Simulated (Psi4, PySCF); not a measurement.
Here is a job for Psi4.
```
memory 2 GB

molecule {
0 1
C    -0.00166171    0.75402237   -0.00088725
C     1.28837330    1.02145870   -0.01345388
Cl   -0.62447944   -0.84989830    0.00694605
H    -0.77301421    1.50855401    0.00553160
H     2.03491225    0.24685501   -0.01961314
H     1.63398290    2.03997571   -0.01795455
}

set {
  basis sto-3g
  freeze_core true
  mp2_type conv
  scf_type pk
  puream true
  d_convergence 1e-8
}

energy('mp2')
print_variables()
```

Q: Convert this to an input for PySCF.

A: One answer among several that fit: 
```python
from pyscf import gto, scf, mp

mol = gto.Mole()
mol.atom = '''
    C    -0.001662    0.754022   -0.000887
    C     1.288373    1.021459   -0.013454
    Cl   -0.624479   -0.849898    0.006946
    H    -0.773014    1.508554    0.005532
    H     2.034912    0.246855   -0.019613
    H     1.633983    2.039976   -0.017955
'''
mol.basis = 'sto-3g'
mol.charge = 0
mol.spin = 0
mol.verbose = 4
mol.build()

mf = scf.RHF(mol)
mf.kernel()

pt = mp.MP2(mf, frozen=7)
pt.kernel()
print('E(MP2) = %.10f' % pt.e_tot)
```

Both were run: Psi4 gave -531.202967 Eh and PySCF -531.202967 Eh, 0.000 mEh apart.
